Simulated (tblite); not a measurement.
Species: C9H13N.
SMILES with atom numbers: `[CH3:1]/[N:2]=[CH:3]/[C@@H:4]1[CH2:5][C@@H:6]2[CH:7]=[CH:8][C@H:9]1[CH2:10]2` (hydrogens: H11, H12, H13 on C1; H14 on C3; H15 on C4; H16, H17 on C5; H18 on C6; H19 on C7; H20 on C8; H21 on C9; H22, H23 on C10)

Structure used (GFN2-xTB), in Å, numbered top down from 1:
```xyz
23
C9H13N angstrom
C      3.5931   -0.2018   -0.8405
N      2.4898    0.4336   -0.1937
C      1.3757   -0.1380   -0.1173
C      0.2117    0.5317    0.5219
C     -0.5776   -0.3712    1.4937
C     -2.0151   -0.3397    0.9201
C     -1.9459   -1.0906   -0.3843
C     -1.2655   -0.3378   -1.2390
C     -0.8797    0.9280   -0.5212
C     -2.0876    1.1012    0.4050
H      4.4128   -0.2775   -0.1248
H      3.9235    0.4426   -1.6564
H      3.3574   -1.2007   -1.2351
H      1.1892   -1.1436   -0.5280
H      0.5718    1.4355    1.0168
H     -0.5555    0.0314    2.5055
H     -0.1828   -1.3869    1.5209
H     -2.7829   -0.6617    1.6194
H     -2.3268   -2.0852   -0.5284
H     -0.9685   -0.5727   -2.2450
H     -0.5931    1.7699   -1.1460
H     -3.0079    1.3085   -0.1401
H     -1.9410    1.8520    1.1797
```

Computed values, GFN2-xTB/tblite, gas phase, harmonic and unscaled. This tight-binding method is rough: wavenumbers can miss measured ones by several per cent, in bad cases by 10 to 20. One conformer, not necessarily the lowest.

Harmonic wavenumbers (cm⁻¹): 53.4, 95.7, 150.3, 208.0, 245.0, 329.7, 363.6, 415.4, 459.1, 472.0, 536.5, 662.2, 767.0, 792.1, 815.5, 855.2, 882.4, 891.9, 926.5, 959.7, 984.5, 989.1, 992.6, 1015.1, 1023.6, 1045.3, 1077.3, 1086.2, 1088.6, 1100.5, 1119.8, 1133.9, 1166.8, 1188.4, 1203.6, 1228.2, 1235.8, 1254.1, 1261.9, 1282.3, 1293.1, 1314.1, 1355.4, 1391.1, 1461.2, 1475.4, 1482.1, 1493.0, 1659.0, 1760.0, 2805.9, 2873.9, 2973.8, 2983.3, 2989.6, 2999.5, 2999.9, 3004.2, 3006.0, 3014.5, 3020.0, 3122.8, 3139.6.

A = 3168, B = 843.6, C = 813.2 MHz; mass 135.105 u (most abundant isotopes); point group C1, symmetry number 1.

Problem. Zero-point energy?

Solution. Half the sum of the wavenumbers: 43488 cm⁻¹ = 124.34 kcal/mol.

Problem. What is S at 400 K and 1 bar for an ideal gas of classical rigid rotors and harmonic oscillators?

Solution. Translation 42.10, rotation 30.26, vibration 33.76: S = 106.1 cal/(mol K).

Problem. And Cp and H(400 K) − H(0)?

Solution. Cp = 51.20 cal/(mol K), of which vibrations give 43.25 (their classical limit is 63 R = 125.2); H(400 K) − H(0) = 10.77 kcal/mol without the zero-point energy, 7.59 from vibrations.

Problem. Blend soft modes into free rotors: weight 1/[1 + (100 cm⁻¹/ν̃)⁴] for the oscillator and the rest for a rotor with moment μB/(μ + B), μ = h/(8π²ν), B = 10⁻⁴⁴ kg m². What vibrational entropy results?

Solution. 31.79 cal/(mol K) in place of 33.76, which changes −T·S at 400 K by +0.79 kcal/mol.

Problem. What must be added to the electronic energy to get the Gibbs energy at 400 K and 1 bar?

Solution. ZPE + [H(400 K) − H(0)] − T·S = 124.34 + 10.77 − 42.45 = 92.66 kcal/mol.

Hindered rotation and anharmonicity are outside this model. Other conformers, if any are populated, would add a mixing term that is left out. The structure is chiral; the term R ln 2 for an equal mix with its mirror image is left out.
